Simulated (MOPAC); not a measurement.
MOPAC input (PM7):

```
PM7 PRECISE GNORM=0.05 LET XYZ CHARGE=1 GEO-OK AUX(PRECISION=9) THREADS=1
H9GeN4

N     1.81160900 1   -0.28985500 1    0.03908800 1
Ge    0.05294600 1    0.08203600 1    0.14480600 1
N    -0.92726700 1   -0.83176900 1    1.34751900 1
N    -0.47920600 1    1.74935200 1   -0.27856900 1
N    -0.56818800 1   -0.88036500 1   -1.55398100 1
H     2.40511200 1    0.32245000 1   -0.50391600 1
H     2.27288500 1   -0.56986000 1    0.89343800 1
H    -0.55559100 1   -1.69444500 1    1.72123200 1
H    -1.38060200 1   -0.29372000 1    2.07283500 1
H    -1.42863600 1    2.02412500 1   -0.06620600 1
H     0.16465600 1    2.50123100 1   -0.07556500 1
H    -1.45823700 1   -1.35142000 1   -1.39422300 1
H    -0.68947300 1   -0.21647900 1   -2.31827800 1
H     0.11698400 1   -1.57856300 1   -1.84149500 1
```

Output:

```
 *******************************************************************************
 **                                                                           **
 **                              MOPAC v23.2.5                                **
 **                                                                           **
 *******************************************************************************
 ** MOPAC's Digital Object Identifier: https://doi.org/10.5281/zenodo.6511958 **
 **                                                                           **
 ** Please cite the open-source release paper for use of this MOPAC version:  **
 ** J. E. Moussa and J. J. P. Stewart (2026)                                  **
 ** MOPAC: An open-source semiempirical molecular orbital program             **
 ** J. Open Source Softw., 11(119), 8025, https://doi.org/10.21105/joss.08025 **
 *******************************************************************************

                              PM7 CALCULATION RESULTS

 *******************************************************************************
 *  PM7        - The PM7 Hamiltonian to be used
 *  GEO-OK     - OVERRIDE INTERATOMIC DISTANCE AND OTHER SAFETY CHECKS
 *
 *
 *
 *                 CHARGE ON SYSTEM = +1
 *
 *
 *
 *  LET        - OVERRIDE SOME SAFETY CHECKS
 *  PRECISE    - TIGHTER CRITERIA TO BE USED
 *  XYZ        - CARTESIAN COORDINATE SYSTEM TO BE USED
 *  GNORM      - EXIT WHEN GRADIENT NORM DROPS BELOW 0.050
 *  AUX        - OUTPUT AUXILIARY INFORMATION
 *******************************************************************************
PM7 PRECISE GNORM=0.05 LET XYZ CHARGE=1 GEO-OK AUX(PRECISION=9) THREADS=1
 H9GeN4

   ATOM   CHEMICAL          X               Y               Z
  NUMBER   SYMBOL      (ANGSTROMS)     (ANGSTROMS)     (ANGSTROMS)

     1       N          1.81160900  *  -0.28985500  *   0.03908800  *
     2      Ge          0.05294600  *   0.08203600  *   0.14480600  *
     3       N         -0.92726700  *  -0.83176900  *   1.34751900  *
     4       N         -0.47920600  *   1.74935200  *  -0.27856900  *
     5       N         -0.56818800  *  -0.88036500  *  -1.55398100  *
     6       H          2.40511200  *   0.32245000  *  -0.50391600  *
     7       H          2.27288500  *  -0.56986000  *   0.89343800  *
     8       H         -0.55559100  *  -1.69444500  *   1.72123200  *
     9       H         -1.38060200  *  -0.29372000  *   2.07283500  *
    10       H         -1.42863600  *   2.02412500  *  -0.06620600  *
    11       H          0.16465600  *   2.50123100  *  -0.07556500  *
    12       H         -1.45823700  *  -1.35142000  *  -1.39422300  *
    13       H         -0.68947300  *  -0.21647900  *  -2.31827800  *
    14       H          0.11698400  *  -1.57856300  *  -1.84149500  *

          CARTESIAN COORDINATES

    NO.       ATOM           X           Y           Z

     1         N          1.8116     -0.2899      0.0391
     2        Ge          0.0529      0.0820      0.1448
     3         N         -0.9273     -0.8318      1.3475
     4         N         -0.4792      1.7494     -0.2786
     5         N         -0.5682     -0.8804     -1.5540
     6         H          2.4051      0.3225     -0.5039
     7         H          2.2729     -0.5699      0.8934
     8         H         -0.5556     -1.6944      1.7212
     9         H         -1.3806     -0.2937      2.0728
    10         H         -1.4286      2.0241     -0.0662
    11         H          0.1647      2.5012     -0.0756
    12         H         -1.4582     -1.3514     -1.3942
    13         H         -0.6895     -0.2165     -2.3183
    14         H          0.1170     -1.5786     -1.8415

 General Reference for PM7:
 "Optimization of Parameters for Semiempirical Methods VI: More Modifications to the
 NDDO Approximations and Re-optimization of Parameters", J. J. P. Stewart, J. Mol. Mod., 1:32, 19 (2013)
 https://link.springer.com/article/10.1007/s00894-012-1667-x

           Empirical Formula: H9 N4 Ge  =    14 atoms

      MOLECULAR POINT GROUP   :   C3

      RHF CALCULATION, NO. OF DOUBLY OCCUPIED LEVELS = 16

          Geometry optimization using EF

          DIAGONAL MATRIX USED AS START HESSIAN

 CYCLE:     1  GRAD.:    23.716 HEAT:  139.5990
 CYCLE:     2  GRAD.:    77.135 HEAT:  140.9545
 CYCLE:     3  GRAD.:    19.581 HEAT:  138.6380
 CYCLE:     4  GRAD.:    23.433 HEAT:  138.5103
 CYCLE:     5  GRAD.:    26.899 HEAT:  138.3162
 CYCLE:     6  GRAD.:    23.391 HEAT:  138.2784
 CYCLE:     7  GRAD.:    13.389 HEAT:  137.8441
 CYCLE:     8  GRAD.:    29.571 HEAT:  138.1979
 CYCLE:     9  GRAD.:     4.384 HEAT:  137.5886
 CYCLE:    10  GRAD.:     5.386 HEAT:  137.5103
 CYCLE:    11  GRAD.:    19.922 HEAT:  137.5438
 CYCLE:    12  GRAD.:    12.596 HEAT:  137.5184
 CYCLE:    13  GRAD.:     3.512 HEAT:  137.3892
 CYCLE:    14  GRAD.:     3.907 HEAT:  137.3780
 CYCLE:    15  GRAD.:     9.645 HEAT:  137.4035
 CYCLE:    16  GRAD.:     1.856 HEAT:  137.3598
 CYCLE:    17  GRAD.:     5.282 HEAT:  137.3569
 CYCLE:    18  GRAD.:     5.095 HEAT:  137.3248
 CYCLE:    19  GRAD.:    15.299 HEAT:  137.3298
 CYCLE:    20  GRAD.:    12.129 HEAT:  137.2567
 CYCLE:    21  GRAD.:     8.117 HEAT:  137.2153
 CYCLE:    22  GRAD.:     3.266 HEAT:  137.1584
 CYCLE:    23  GRAD.:    12.482 HEAT:  137.1911
 CYCLE:    24  GRAD.:     4.947 HEAT:  137.1239
 CYCLE:    25  GRAD.:     7.302 HEAT:  137.1372
 CYCLE:    26  GRAD.:     3.730 HEAT:  137.1040
 CYCLE:    27  GRAD.:    13.138 HEAT:  137.1766
 CYCLE:    28  GRAD.:     2.110 HEAT:  137.0904
 CYCLE:    29  GRAD.:     2.514 HEAT:  137.0836
 CYCLE:    30  GRAD.:     1.888 HEAT:  137.0735
 CYCLE:    31  GRAD.:     4.091 HEAT:  137.0650
 CYCLE:    32  GRAD.:     2.183 HEAT:  137.0561
 CYCLE:    33  GRAD.:     0.900 HEAT:  137.0492
 CYCLE:    34  GRAD.:     8.231 HEAT:  137.0795
 CYCLE:    35  GRAD.:     1.437 HEAT:  137.0431
 CYCLE:    36  GRAD.:     0.539 HEAT:  137.0396
 CYCLE:    37  GRAD.:     3.217 HEAT:  137.0400
 CYCLE:    38  GRAD.:     0.249 HEAT:  137.0357
 CYCLE:    39  GRAD.:     0.348 HEAT:  137.0344
 CYCLE:    40  GRAD.:     2.362 HEAT:  137.0356
 CYCLE:    41  GRAD.:     0.221 HEAT:  137.0327
 CYCLE:    42  GRAD.:     0.224 HEAT:  137.0323
 CYCLE:    43  GRAD.:     1.171 HEAT:  137.0332
 CYCLE:    44  GRAD.:     0.112 HEAT:  137.0317
 CYCLE:    45  GRAD.:     0.081 HEAT:  137.0317
 CYCLE:    46  GRAD.:     0.084 HEAT:  137.0317
 CYCLE:    47  GRAD.:     0.062 HEAT:  137.0316
 CYCLE:    48  GRAD.:     0.221 HEAT:  137.0316
 CYCLE:    49  GRAD.:     0.148 HEAT:  137.0316
 CYCLE:    50  GRAD.:     0.134 HEAT:  137.0316
 CYCLE:    51  GRAD.:     0.093 HEAT:  137.0315
 CYCLE:    52  GRAD.:     0.144 HEAT:  137.0315
 CYCLE:    53  GRAD.:     0.135 HEAT:  137.0314
 CYCLE:    54  GRAD.:     0.184 HEAT:  137.0314
 CYCLE:    55  GRAD.:     0.089 HEAT:  137.0313
 CYCLE:    56  GRAD.:     0.074 HEAT:  137.0313
 CYCLE:    57  GRAD.:     0.046 HEAT:  137.0312

     GRADIENT =  0.04625 IS LESS THAN CUTOFF =  0.05000

 -------------------------------------------------------------------------------
 PM7 PRECISE GNORM=0.05 LET XYZ CHARGE=1 GEO-OK AUX(PRECISION=9) THREADS=1
 H9GeN4

     GEOMETRY OPTIMISED USING EIGENVECTOR FOLLOWING (EF).
     SCF FIELD WAS ACHIEVED

                              PM7 CALCULATION
                                                       MOPAC v23.2.5 Linux

          FINAL HEAT OF FORMATION =        137.03124 KCAL/MOL =     573.33872 KJ/MOL

          COSMO AREA              =        129.70 SQUARE ANGSTROMS
          COSMO VOLUME            =        120.16 CUBIC ANGSTROMS

          GRADIENT NORM           =          0.04625          =       0.01236 PER ATOM
          IONIZATION POTENTIAL    =         13.765808 EV
          HOMO LUMO ENERGIES (EV) =        -13.766 -5.227
          NO. OF FILLED LEVELS    =         16
          MOLECULAR WEIGHT        =        137.6879         POINT GROUP:  C3v

          MOLECULAR DIMENSIONS (Angstroms)

            Atom       Atom       Distance
            H    11    H     8     4.67327
            H     7    H    10     4.04769
            H     6    H    12     2.88974

          SCF CALCULATIONS        =         58

   ATOM   CHEMICAL          X               Y               Z
  NUMBER   SYMBOL      (ANGSTROMS)     (ANGSTROMS)     (ANGSTROMS)

     1       N          1.80595741  *  -0.31955691  *  -0.03585565  *
     2      Ge          0.07494463  *   0.11575231  *   0.20490333  *
     3       N         -0.95171252  *  -0.88665816  *   1.29349161  *
     4       N         -0.52029123  *   1.72453263  *  -0.34426417  *
     5       N         -0.53894423  *  -0.83513466  *  -1.47384990  *
     6       H          2.43290236  *   0.43490038  *  -0.23238765  *
     7       H          2.19964082  *  -0.96522507  *   0.61912549  *
     8       H         -0.47120028  *  -1.50054170  *   1.92049486  *
     9       H         -1.71235828  *  -0.41948314  *   1.74527335  *
    10       H         -1.28373722  *   2.11746055  *   0.16916197  *
    11       H          0.17662260  *   2.41137083  *  -0.55270362  *
    12       H         -1.20964858  *  -1.56027238  *  -1.22654703  *
    13       H         -0.97908574  *  -0.16426354  *  -2.10084081  *
    14       H          0.26361149  *  -1.25750685  *  -1.93680138  *

                             CARTESIAN COORDINATES

   1    N        1.805957408    -0.319556910    -0.035855647
   2   Ge        0.074944630     0.115752307     0.204903333
   3    N       -0.951712517    -0.886658163     1.293491611
   4    N       -0.520291235     1.724532635    -0.344264173
   5    N       -0.538944231    -0.835134663    -1.473849896
   6    H        2.432902358     0.434900377    -0.232387650
   7    H        2.199640820    -0.965225071     0.619125491
   8    H       -0.471200279    -1.500541701     1.920494865
   9    H       -1.712358279    -0.419483137     1.745273349
  10    H       -1.283737221     2.117460547     0.169161966
  11    H        0.176622597     2.411370833    -0.552703625
  12    H       -1.209648580    -1.560272384    -1.226547033
  13    H       -0.979085743    -0.164263543    -2.100840809
  14    H        0.263611488    -1.257506850    -1.936801384

           Empirical Formula: H9 N4 Ge  =    14 atoms

      MOLECULAR POINT GROUP   :   C3v

                  EIGENVALUES
 -41.32492 -39.07529 -39.07392 -38.62628 -22.78356 -21.78376 -21.78360 -20.93330
 -20.93128 -20.34412 -17.73879 -17.61401 -17.61103 -15.28081 -13.76851 -13.76581
  -5.22741  -4.76511  -4.76290  -4.08006  -0.28004   1.43643   1.43671   1.64221
   1.64251   1.73266   2.81296   2.82411   2.82420

              NET ATOMIC CHARGES AND DIPOLE CONTRIBUTIONS

  ATOM NO.   TYPE          CHARGE      No. of ELECS.   s-Pop       p-Pop
    1          N          -0.658891        5.6589     1.60012     4.05877
    2         Ge           0.776177        3.2238     1.06222     2.16160
    3          N          -0.658903        5.6589     1.60014     4.05876
    4          N          -0.658738        5.6587     1.60010     4.05864
    5          N          -0.414715        5.4147     1.52501     3.88970
    6          H           0.292111        0.7079     0.70789
    7          H           0.292036        0.7080     0.70796
    8          H           0.292084        0.7079     0.70792
    9          H           0.292067        0.7079     0.70793
   10          H           0.292108        0.7079     0.70789
   11          H           0.292060        0.7079     0.70794
   12          H           0.287521        0.7125     0.71248
   13          H           0.287566        0.7124     0.71243
   14          H           0.287517        0.7125     0.71248
 DIPOLE           X         Y         Z       TOTAL
 POINT-CHG.    -0.550    -0.853    -1.503     1.814
 HYBRID         0.424     0.653     1.158     1.395
 SUM           -0.126    -0.199    -0.346     0.418

          ATOMIC ORBITAL ELECTRON POPULATIONS

     Atom    s        px        py        pz
    1  N   1.60012   1.16233   1.33212   1.56432
    2 Ge   1.06222   0.69828   0.71022   0.75309
    3  N   1.60014   1.27192   1.35411   1.43273
    4  N   1.60010   1.27532   1.20744   1.57588
    5  N   1.52501   1.25267   1.27601   1.36102
    6  H   0.70789
    7  H   0.70796
    8  H   0.70792
    9  H   0.70793
   10  H   0.70789
   11  H   0.70794
   12  H   0.71248
   13  H   0.71243
   14  H   0.71248

 **********************
 *                    *
 * JOB ENDED NORMALLY *
 *                    *
 **********************

 == MOPAC DONE ==
```

The dipole moment of an ion depends on the origin.

The geometry given is a B3LYP-D3(BJ)/def2-TZVP minimum.
